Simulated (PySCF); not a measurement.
GaBr2, SMILES [Br][Ga][Br], multiplicity 2.

The structure is a stationary point at B3LYP-D3(BJ)/def2-SVP. The spin state was assumed, not searched. The isomer is the one that the SMILES or the coordinates give; other isomers of the formula were not compared.

The numbers are results of PySCF with IEF-PCM-B3LYP/def2-SVP, not measurements.

The values are the electrostatic part of the solvation free energy, E(continuum) − E(gas) at the gas-phase geometry, in a cavity of scaled van der Waals radii (PySCF's table); cavitation and dispersion terms are not included. A continuum can't describe solvent molecules that bind to the metal. The dipole moment in vacuum is 1.48 D.

Computed values in water (ε = 78.36), methanol (ε = 32.61), toluene (ε = 2.37):
```tsv
solvent	ε	ΔG(elec) (kcal/mol)	dipole (D)
water	78.36	-3.8	2.35
methanol	32.61	-3.7	2.32
toluene	2.37	-1.7	1.85
```
